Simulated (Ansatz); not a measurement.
BiH₅, SMILES [BiH5].

Geometry: B3LYP-D3(BJ)/def2-TZVP. The def2 effective core potentials stand for the cores of Bi; spin–orbit coupling is left out.

Two levels are set side by side: PBE/def2-TZVPD (Ansatz, a quantum-chemistry and plane-wave program) and CAM-B3LYP/def2-TZVPD (Ansatz). Energy differences of separate SCF runs at the same geometry; the states with an electron removed or added have multiplicity 2 and 2. Differences are taken from unrounded values.

```tsv
quantity	CAM-B3LYP
vertical ionisation energy (eV)	8.29
vertical electron affinity (eV)	0.52
vertical singlet–triplet gap (eV)	2.07
```

Task: What does PBE give, and how far is it from CAM-B3LYP? (The exact figures need the calculation; the answer reports its results.)

Result: 
| quantity | PBE | PBE minus CAM-B3LYP |
|---|---|---|
| vertical ionisation energy (eV) | 8.11 | -0.18 |
| vertical electron affinity (eV) | 0.53 | 0.01 |
| vertical singlet–triplet gap (eV) | 1.87 | -0.20 |
